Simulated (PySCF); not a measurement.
PySCF input for C₄H₈Cl, SMILES [CH2]C(C)(C)Cl, multiplicity 2, TDA-PBE/def2-SVPD. The structure is a stationary point at PBE-D3(BJ)/def2-SVP. The isomer is the one that the SMILES or the coordinates give; other isomers of the formula were not compared.

```python
import numpy as np
from pyscf import gto, scf, dft, tdscf

mol = gto.M(
    atom='''
    C     0.67778297    1.52506877   -0.00000001
    C     0.44522777    0.07525963   -0.00000000
    C     0.90829590   -0.62538686    1.27291281
    C     0.90829592   -0.62538687   -1.27291280
    Cl   -1.47932837   -0.08597651   -0.00000000
    H     0.65682762    2.08710462    0.94594207
    H     0.65682763    2.08710461   -0.94594209
    H     0.49256221   -0.13079604    2.17159396
    H     0.58944594   -1.68537185    1.27686603
    H     2.01664768   -0.58880034    1.33182135
    H     0.58944594   -1.68537186   -1.27686601
    H     0.49256223   -0.13079607   -2.17159396
    H     2.01664769   -0.58880036   -1.33182134
    ''',
    basis='def2-SVPD',
    charge=0,
    spin=1,
    max_memory=1600,
    verbose=4,
)
mf = dft.UKS(mol, xc='pbe').density_fit(auxbasis='def2-universal-jkfit')
mf.grids.level = 3
mf.conv_tol = 1e-9
mf.max_cycle = 100
mf.kernel()
fine, coarse = mf.grids, dft.Grids(mol).set(level=1).build(with_non0tab=True)
for _ in range(3):  # follow internal instabilities
    mf.grids = coarse
    mo, _, stable, _ = mf.stability(return_status=True, nroots=4)
    mf.grids = fine
    if stable:
        break
    mf.kernel(mf.make_rdm1(mo, mf.mo_occ))
mf.grids = dft.Grids(mol).set(level=1).build(with_non0tab=True)  # coarser grid for the response kernel
td = tdscf.TDA(mf)
td.nstates = 10
td.conv_tol = 1e-4
td.positive_eig_threshold = 1e-6
td.kernel(x0=td.get_init_guess(mf, 15))
td.analyze()
```

Log of the run:

```
PySCF version 2.14.0

[INPUT] verbose = 4
[INPUT] num. atoms = 13
[INPUT] num. electrons = 49
[INPUT] charge = 0
[INPUT] spin (= nelec alpha-beta = 2S) = 1
[INPUT] symmetry False subgroup None
[INPUT] Mole.unit = angstrom
[INPUT] Symbol           X                Y                Z      unit          X                Y                Z       unit  Magmom
[INPUT]  1 C      0.677782970000   1.525068770000  -0.000000010000 AA    1.280824185194   2.881962296427  -0.000000018897 Bohr   0.0
[INPUT]  2 C      0.445227770000   0.075259630000   0.000000000000 AA    0.841358548351   0.142220088936   0.000000000000 Bohr   0.0
[INPUT]  3 C      0.908295900000  -0.625386860000   1.272912810000 AA    1.716430491065  -1.181809887302   2.405456591351 Bohr   0.0
[INPUT]  4 C      0.908295920000  -0.625386870000  -1.272912800000 AA    1.716430528860  -1.181809906199  -2.405456572453 Bohr   0.0
[INPUT]  5 Cl    -1.479328370000  -0.085976510000   0.000000000000 AA   -2.795525467599  -0.162472057046   0.000000000000 Bohr   0.0
[INPUT]  6 H      0.656827620000   2.087104620000   0.945942070000 AA    1.241224312850   3.944056125114   1.787571442004 Bohr   0.0
[INPUT]  7 H      0.656827630000   2.087104610000  -0.945942090000 AA    1.241224331747   3.944056106217  -1.787571479799 Bohr   0.0
[INPUT]  8 H      0.492562210000  -0.130796040000   2.171593960000 AA    0.930807676211  -0.247168693778   4.103717838160 Bohr   0.0
[INPUT]  9 H      0.589445940000  -1.685371850000   1.276866030000 AA    1.113891391837  -3.184891214552   2.412927094461 Bohr   0.0
[INPUT] 10 H      2.016647680000  -0.588800340000   1.331821350000 AA    3.810911804940  -1.112671384651   2.516777598349 Bohr   0.0
[INPUT] 11 H      0.589445940000  -1.685371860000  -1.276866010000 AA    1.113891391837  -3.184891233449  -2.412927056666 Bohr   0.0
[INPUT] 12 H      0.492562230000  -0.130796070000  -2.171593960000 AA    0.930807714005  -0.247168750469  -4.103717838160 Bohr   0.0
[INPUT] 13 H      2.016647690000  -0.588800360000  -1.331821340000 AA    3.810911823837  -1.112671422445  -2.516777579451 Bohr   0.0

nuclear repulsion = 227.196866077043
number of shells = 75
number of NR pGTOs = 245
number of NR cGTOs = 171
basis = def2-SVPD
ecp = {}


[settings echo left out]
init E= -616.705746879107
  alpha nocc = 25  HOMO = -0.217242474230407  LUMO = -0.0704837623374823
  beta  nocc = 24  HOMO = -0.325755097980373  LUMO = -0.217242474230407

WARN: HOMO -0.217242474230407 >= LUMO -0.217242474230407

cycle= 1 E= -616.676975694642  delta_E= 0.0288  |g|= 0.314  |ddm|= 4.71
  alpha nocc = 25  HOMO = -0.152458977867321  LUMO = 0.00695631945907582
  beta  nocc = 24  HOMO = -0.195637767320668  LUMO = -0.0963387545118004
  HOMO = -0.152458977867  LUMO = -0.0963387545118  gap/eV = 1.52711
cycle= 2 E= -616.626794427979  delta_E= 0.0502  |g|= 0.441  |ddm|= 1.17
  alpha nocc = 25  HOMO = -0.191002887232213  LUMO = -0.0224944952829134
  beta  nocc = 24  HOMO = -0.252145897335136  LUMO = -0.129775765414593
  HOMO = -0.191002887232  LUMO = -0.129775765415  gap/eV = 1.66607
cycle= 3 E= -616.734690555638  delta_E= -0.108  |g|= 0.03  |ddm|= 0.645
  alpha nocc = 25  HOMO = -0.200274036725489  LUMO = -0.0244230989343484
  beta  nocc = 24  HOMO = -0.252236068628224  LUMO = -0.135010483175298
  HOMO = -0.200274036725  LUMO = -0.135010483175  gap/eV = 1.77591
cycle= 4 E= -616.734893532157  delta_E= -0.000203  |g|= 0.0235  |ddm|= 0.116
  alpha nocc = 25  HOMO = -0.196340314024574  LUMO = -0.0238184821129752
  beta  nocc = 24  HOMO = -0.253732118851608  LUMO = -0.129841740182373
  HOMO = -0.196340314025  LUMO = -0.129841740182  gap/eV = 1.80952
cycle= 5 E= -616.73519139497  delta_E= -0.000298  |g|= 0.00659  |ddm|= 0.0551
  alpha nocc = 25  HOMO = -0.196843317028437  LUMO = -0.0236564775621293
  beta  nocc = 24  HOMO = -0.252397303549311  LUMO = -0.12972751412945
  HOMO = -0.196843317028  LUMO = -0.129727514129  gap/eV = 1.82631
cycle= 6 E= -616.73521313824  delta_E= -2.17e-05  |g|= 0.00343  |ddm|= 0.0229
  alpha nocc = 25  HOMO = -0.197047979206366  LUMO = -0.0235509813661374
  beta  nocc = 24  HOMO = -0.252807641342163  LUMO = -0.129562862410538
  HOMO = -0.197047979206  LUMO = -0.129562862411  gap/eV = 1.83636
cycle= 7 E= -616.735219858152  delta_E= -6.72e-06  |g|= 0.0013  |ddm|= 0.00827
  alpha nocc = 25  HOMO = -0.197107948889095  LUMO = -0.0237212843482313
  beta  nocc = 24  HOMO = -0.25285152318487  LUMO = -0.129510116895493
  HOMO = -0.197107948889  LUMO = -0.129510116895  gap/eV = 1.83943
cycle= 8 E= -616.735220692003  delta_E= -8.34e-07  |g|= 0.000457  |ddm|= 0.00291
  alpha nocc = 25  HOMO = -0.197063319858084  LUMO = -0.023642646157052
  beta  nocc = 24  HOMO = -0.252742618949806  LUMO = -0.129445585896724
  HOMO = -0.197063319858  LUMO = -0.129445585897  gap/eV = 1.83997
cycle= 9 E= -616.735220808387  delta_E= -1.16e-07  |g|= 0.000133  |ddm|= 0.00151
  alpha nocc = 25  HOMO = -0.197081040647188  LUMO = -0.02366100347392
  beta  nocc = 24  HOMO = -0.252767783391119  LUMO = -0.129463166467472
  HOMO = -0.197081040647  LUMO = -0.129463166467  gap/eV = 1.83998
cycle= 10 E= -616.735220818363  delta_E= -9.98e-09  |g|= 3.92e-05  |ddm|= 0.000466
  alpha nocc = 25  HOMO = -0.197078470452275  LUMO = -0.0236608850740061
  beta  nocc = 24  HOMO = -0.252769141639607  LUMO = -0.129462474440268
  HOMO = -0.197078470452  LUMO = -0.12946247444  gap/eV = 1.83992
cycle= 11 E= -616.73522081937  delta_E= -1.01e-09  |g|= 8.56e-06  |ddm|= 0.000181
  alpha nocc = 25  HOMO = -0.197077474874076  LUMO = -0.023660689454299
  beta  nocc = 24  HOMO = -0.252768282810471  LUMO = -0.129462013328588
  HOMO = -0.197077474874  LUMO = -0.129462013329  gap/eV = 1.83991
cycle= 12 E= -616.735220819412  delta_E= -4.21e-11  |g|= 3.15e-06  |ddm|= 4.38e-05
  alpha nocc = 25  HOMO = -0.197077899135614  LUMO = -0.0236608385705317
  beta  nocc = 24  HOMO = -0.252768013354797  LUMO = -0.129462800900831
  HOMO = -0.197077899136  LUMO = -0.129462800901  gap/eV = 1.83990
Extra cycle  E= -616.735220819411  delta_E= 7.96e-13  |g|= 3.32e-06  |ddm|= 1.9e-05
converged SCF energy = -616.735220819411  <S^2> = 0.75427353  2S+1 = 2.004269
tot grids = 46816
uhf_internal: lowest eigs of H = [0.95290104 0.95628527 0.96010602 0.9627458 ]
<class 'pyscf.df.df_jk.DFUKS'> wavefunction is stable in the internal stability analysis
tot grids = 46816
Overwritten attributes  positive_eig_threshold  of <class 'pyscf.tdscf.uks.TDA'>


******** <class 'pyscf.tdscf.uks.TDA'> for <class 'pyscf.df.df_jk.DFUKS'> ********
nstates = 10
deg_eia_thresh = 1.000e-03
wfnsym = None
conv_tol = 0.0001
eigh lindep = 1e-12
eigh level_shift = 0
eigh max_cycle = 100


Excitation energies (eV)
[3.35371273 3.54542874 4.57521562 5.23118493 5.2364548  5.26414954
 5.66446623 5.66864275 5.88521363 6.05986152]

** Excitation energies and oscillator strengths **
Excited State   1:      3.35371 eV    369.69 nm  f=0.0002
      24b ->   25b     -0.99746
Excited State   2:      3.54543 eV    349.70 nm  f=0.0065
      25a ->   26a      0.20415
      23b ->   25b     -0.97523
Excited State   3:      4.57522 eV    270.99 nm  f=0.0315
      25a ->   26a     -0.88787
      20b ->   25b     -0.15971
      22b ->   25b     -0.38593
      23b ->   25b     -0.16514
Excited State   4:      5.23118 eV    237.01 nm  f=0.0021
      21b ->   25b      0.99522
Excited State   5:      5.23645 eV    236.77 nm  f=0.0045
      25a ->   27a      0.95655
      20b ->   25b     -0.15635
      22b ->   25b      0.22487
Excited State   6:      5.26415 eV    235.53 nm  f=0.0338
      25a ->   26a     -0.24569
      25a ->   27a     -0.28754
      20b ->   25b     -0.43684
      22b ->   25b      0.79406
Excited State   7:      5.66447 eV    218.88 nm  f=0.0005
      19b ->   25b     -0.99080
Excited State   8:      5.66864 eV    218.72 nm  f=0.0638
      23a ->   26a     -0.18337
      25a ->   26a     -0.27215
      20b ->   25b      0.85368
      22b ->   25b      0.33345
Excited State   9:      5.88521 eV    210.67 nm  f=0.0002
      24a ->   26a      0.80205
      24b ->   26b      0.59085
Excited State  10:      6.05986 eV    204.60 nm  f=0.0023
      23a ->   26a      0.71416
      23b ->   26b      0.68654

** Transition electric dipole moments (AU) **
state          X           Y           Z        Dip. S.      Osc.
  1        -0.0000     -0.0000      0.0531      0.0028      0.0002
  2         0.1946      0.1922     -0.0000      0.0748      0.0065
  3         0.2933      0.4416     -0.0000      0.2810      0.0315
  4         0.0000      0.0000     -0.1293      0.0167      0.0021
  5        -0.1854      0.0205      0.0000      0.0348      0.0045
  6         0.4984      0.1182      0.0000      0.2624      0.0338
  7         0.0000      0.0000      0.0625      0.0039      0.0005
  8         0.5121      0.4439     -0.0000      0.4593      0.0638
  9        -0.0000     -0.0000     -0.0326      0.0011      0.0002
 10         0.1169      0.0391     -0.0000      0.0152      0.0023

** Transition velocity dipole moments (imaginary part, AU) **
state          X           Y           Z        Dip. S.      Osc.
  1         0.0000     -0.0000      0.0213      0.0005      0.0025
  2        -0.0245      0.0086      0.0000      0.0007      0.0034
  3         0.0101      0.0276      0.0000      0.0009      0.0034
  4        -0.0000      0.0000     -0.0107      0.0001      0.0004
  5        -0.0650     -0.0023      0.0000      0.0042      0.0147
  6         0.0159      0.0153      0.0000      0.0005      0.0017
  7         0.0000      0.0000      0.0060      0.0000      0.0001
  8         0.0105      0.0307     -0.0000      0.0010      0.0034
  9        -0.0000      0.0000     -0.0156      0.0002      0.0008
 10         0.0054      0.0008     -0.0000      0.0000      0.0001

** Transition magnetic dipole moments (imaginary part, AU) **
state          X           Y           Z
  1        -0.1554      0.1813      0.0000
  2        -0.0000      0.0000     -0.0503
  3        -0.0000     -0.0000     -0.5447
  4         0.1631      0.1427     -0.0000
  5        -0.0000     -0.0000     -0.6486
  6        -0.0000     -0.0000     -0.0496
  7        -0.0306     -0.4088      0.0000
  8         0.0000      0.0000      0.1010
  9         0.0153     -0.0612      0.0000
 10        -0.0000      0.0000     -0.0335
```

Self-consistency was reached.
